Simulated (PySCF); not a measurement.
## From computed data to an observable: dipole moment from atomic charges

AlAsH4O2, SMILES [OH][Al]([AsH2])[OH]. Atoms are numbered in the order given.

```xyz
8

Al    -1.0313    -0.0137     0.0000
As     1.3742     0.0625     0.0000
H      1.4204    -0.9885     1.1047
H      1.4204    -0.9885    -1.1047
O     -1.8280     0.0027    -1.5023
H     -2.7667     0.0242    -1.6895
O     -1.8280     0.0027     1.5023
H     -2.7667     0.0242     1.6895
```

The structure is a stationary point at PBE0-D3(BJ)/def2-SVP. The structure was generated by enumeration; whether it is a known compound was not checked. The values are those of a single conformer.

Charges (e) from PySCF with CAM-B3LYP/def2-TZVP:

```tsv
atom	ESP fit	IAO
Al1	0.935	1.114
As2	-0.205	-0.140
H3	0.026	-0.017
H4	0.026	-0.017
O5	-0.809	-0.834
H6	0.419	0.363
O7	-0.809	-0.834
H8	0.419	0.363
```

The dipole moment of the full density is 2.65 D.

### Question
What dipole moment does each set of point charges give, and which comes closer to that of the density?

### Answer

μ = Σ q r, and 1 e Å = 4.8032 D.
ESP fit: Σ q r = (-0.533, -0.061, 0.000) e Å, |μ| = 2.58 D.
IAO: Σ q r = (-0.349, 0.023, 0.000) e Å, |μ| = 1.68 D.
ESP fit comes closer in size. Point charges leave out the atoms' own dipoles (lone pairs, polarised bonds); fits to the potential absorb them, partitions of the density don't.
